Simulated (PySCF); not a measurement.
# Working out the ionisation energy of Fe

Fe [Ar] 3d6 4s2 (5D) → Fe⁺ [Ar] 3d6 4s1 (6D). Calculation: PySCF 2.14, in cc-pVDZ; no relativity, point nucleus. Frozen: [Ar]. Energies in hartree (1 hartree = 27.21139 eV):

```json
{"part": "UHF", "Fe (lower)": "-1262.451403", "Fe⁺ (upper)": "-1262.217280"}
{"part": "MP2 opposite-spin", "Fe (lower)": "-0.078147", "Fe⁺ (upper)": "-0.044831"}
{"part": "MP2 same-spin", "Fe (lower)": "-0.071979", "Fe⁺ (upper)": "-0.070867"}
```

Task: What does Hartree-Fock give?

Result: (-1262.217280) − (-1262.451403) = 0.234123 hartree = 6.371 eV.

Task: What do MP2 and SCS-MP2 (6/5 opposite-spin, 1/3 same-spin) give?

Result: The opposite-spin parts differ by 0.907 eV and the same-spin parts by 0.030 eV. MP2: 6.371 + (0.907) + (0.030) = 7.308 eV. SCS-MP2: 6.371 + 1.2 × (0.907) + (0.030)/3 = 7.469 eV.

Measured between the centres of the two terms (NIST): 7.904 eV, so MP2 (valence) is off by -0.596 eV.

The calculation is non-relativistic.

A double-zeta basis recovers only part of the correlation energy.

What remains against the reference includes basis incompleteness, the frozen core and correlation beyond second order.
